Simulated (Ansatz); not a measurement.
A structure relaxed at PBE-D4/def2-SVP in Ansatz, charge 0, singlet:

```xyz
20

Be    0.599    2.545   -2.162
O     1.400    2.580   -0.771
Be   -0.120    2.333   -0.228
O    -0.915    2.373   -1.655
Be   -0.583    0.841   -2.112
O     0.931    1.063   -2.686
Be    1.695    1.044   -1.242
O     1.558   -0.147   -0.266
Be    0.848    0.320    1.111
O    -0.437    1.269    0.848
Be   -1.406    0.119    0.251
O    -0.944   -0.370   -1.221
Be    0.390   -1.156   -0.753
O     0.187   -2.452    0.082
Be    0.686   -2.256    1.618
O     0.715   -0.750    2.232
O    -1.886   -0.981    1.239
Be   -1.226   -2.426    0.888
O    -0.653   -2.775    2.357
Be   -0.838   -1.174    2.469
```

Question: Give its formula and point group.

Answer: Be10O10 (started as a model of: (BeO)10 cage of four- and six-membered rings). Point group C3v (tolerance 0.1 Å).

Question: Summarise the bond lengths by kind (pairs closer than 1.2 times the sum of covalent radii, bridged metal pairs left out).

Answer: 30 × Be–O 1.55 to 1.63 Å.
